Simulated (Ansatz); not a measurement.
C3H5ClSn. Charge 0, multiplicity 1. Correlated methods include outer-core shells of Sn, which these sets cover unevenly. Sn: def2 effective core potential. The bonds changed during the relaxation, so this is another structure than the one it started from.

```xyz
10

C    -0.206    0.223   -1.630
C     0.213   -0.471   -0.622
C     0.693   -1.180    0.380
Sn   -0.650    0.388    2.097
Cl    0.679    2.317    1.562
H     0.150   -0.006   -2.630
H    -0.899    1.045   -1.500
H     0.246   -2.129    0.659
H     1.651   -0.922    0.824
H    -1.876    0.735    0.858
```

**Question.** Give the diagnostics of a CCSD(T)/def2-TZVPP run (frozen core, Ansatz). (An estimate is asked.)

**Answer.** The calculation gave: T1 = 0.0140, largest single amplitude 0.023, largest double 0.059, (T) share of the correlation energy 4.1 %, 11 CCSD cycles. The RHF solution is stable towards an unrestricted one. T1 lies under the customary mark of 0.02 for closed shells.
